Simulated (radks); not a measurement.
Results of a calculation; reference values are marked as such.
W+, configuration [Xe] 4f14 5d4 6p1 (not the ground configuration). Level of theory: scalar-relativistic Kohn-Sham, r2SCAN, spin-polarised, spherical densities, finite nucleus; open shells are filled with parallel spins first (spin-orbit coupling, left out, can overturn this in heavy ions); meta-GGA in the generalised Kohn-Sham scheme; Fermi nuclear charge, rms radius 5.3658 fm (a radial shooting solver on a logarithmic mesh with Libxc functionals).

Normalised radial functions P(r) = r R(r), r in bohr:

| r | 4f down |
|---|---|
| 0.001082 | 0.0000 |
| 0.001479 | 0.0000 |
| 0.00202 | 0.0000 |
| 0.00276 | 0.0000 |
| 0.00377 | 0.0000 |
| 0.005151 | 0.0000 |
| 0.006981 | 0.0000 |
| 0.009537 | 0.0001 |
| 0.01303 | 0.0002 |
| 0.0178 | 0.0007 |
| 0.02432 | 0.0021 |
| 0.03322 | 0.0062 |
| 0.04539 | 0.0173 |
| 0.06151 | 0.0444 |
| 0.08403 | 0.1083 |
| 0.1148 | 0.2396 |
| 0.1568 | 0.4683 |
| 0.2143 | 0.7883 |
| 0.2927 | 1.1162 |
| 0.3999 | 1.3025 |
| 0.542 | 1.2348 |
| 0.7404 | 0.9515 |
| 1.011 | 0.5963 |
| 1.382 | 0.2987 |
| 1.888 | 0.1149 |
| 2.579 | 0.0320 |
| 3.523 | 0.0058 |
| 4.775 | 0.0006 |
| 6.524 | 0.0000 |
| 8.912 | 0.0000 |
| 12.18 | 0.0000 |

4f down: eigenvalue -41.922 eV, 0 radial nodes, <r> = 0.604 bohr, 90 % of the charge inside 0.999 bohr.
